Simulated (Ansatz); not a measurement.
This geometry of C2H8BNSi (13 atoms, charge 0, multiplicity 1) is a first-order saddle point.

The calculation used Ansatz, RKS PBE-D4/def2-SVP.

```xyz
13
Properties=species:S:1:pos:R:3
C -0.872 -0.673 1.737
N -0.094 -0.756 0.519
B 0.211 -1.675 -0.478
Si 1.019 0.091 -0.623
C 0.299 1.592 -1.516
H -0.777 0.326 2.208
H -0.539 -1.434 2.474
H -1.949 -0.856 1.535
H -0.083 -2.823 -0.726
H 2.339 0.459 0.009
H 0.234 2.473 -0.844
H 0.946 1.872 -2.373
H -0.713 1.368 -1.909
```

Question: Which two structures does it join? (They come from a converged band through this point; their orientation in space is the band's.)

Answer: No bond is made or broken. The dihedral H8–C1–N2–Si4 goes from 59 to 180°. The two ends are copies of one structure, up to a mirror image or an exchange of like atoms.

First end point:

```xyz
13
Properties=species:S:1:pos:R:3
C -0.707 -0.587 1.836
N 0.087 -0.673 0.633
B 0.631 -1.629 -0.213
Si 0.974 0.238 -0.651
C -0.083 1.352 -1.752
H -0.142 -0.076 2.645
H -0.999 -1.596 2.195
H -1.632 0.004 1.660
H 0.633 -2.839 -0.265
H 2.145 1.019 -0.108
H -0.370 2.288 -1.230
H 0.487 1.637 -2.661
H -1.003 0.827 -2.076
```

Last end point:

```xyz
13
Properties=species:S:1:pos:R:3
C -0.892 -0.694 1.714
N -0.114 -0.773 0.499
B 0.175 -1.672 -0.517
Si 1.022 0.079 -0.617
C 0.337 1.617 -1.474
H -1.625 0.139 1.662
H -0.236 -0.499 2.589
H -1.446 -1.638 1.894
H -0.150 -2.807 -0.788
H 2.346 0.403 0.032
H 0.298 2.485 -0.784
H 0.987 1.898 -2.328
H -0.681 1.427 -1.867
```

Question: How far does it lie above each of them?

Answer: 0.042 eV above the first and 0.043 eV above the second. This is the barrier of this one path; another mechanism may lie lower.

Run time: 98 s on 2 threads of Arm Neoverse V1, on a shared host, peak memory 0.15 GiB.
